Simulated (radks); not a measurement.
The numbers below are computed, except where a source is named.
The nuclear charge of the osmium ion Os2+ is varied continuously with 74 electrons held in [Xe] 4f14 5d6. Level of theory: scalar-relativistic Kohn-Sham, PBE, spin-polarised, spherical densities, finite nucleus; open shells are filled with parallel spins first (spin-orbit coupling, left out, can overturn this in heavy ions); Fermi nuclear charge, rms radius 5.4126 fm (a radial shooting solver on a logarithmic mesh with Libxc functionals). By the Hellmann-Feynman theorem dE/dZ = E(electron-nucleus)/Z, the electronic potential at the nucleus (averaged over a nucleus of fixed radius). The scalar-relativistic energy here is not variational (the density holds large components alone), so the two differ by a part that grows with Z.

| Z | E (hartree) | E(electron-nucleus)/Z (hartree) | HOMO | e(HOMO) (eV) | <r> HOMO (bohr) |
|---|---|---|---|---|---|
| 75 | -16689.1425 | -550.568 | 5d | -9.618 | 1.965 |
| 75.5 | -16968.0630 | -556.191 | 5d | -15.105 | 1.823 |
| 76 | -17249.8542 | -561.824 | 5d | -21.220 | 1.715 |
| 76.5 | -17534.5228 | -567.469 | 5d | -27.894 | 1.627 |
| 77 | -17822.0773 | -573.130 | 5d | -35.074 | 1.554 |

The central difference of E at Z = 76 is -566.460 hartree, to compare with the third column; the second derivative is -11.5 hartree.
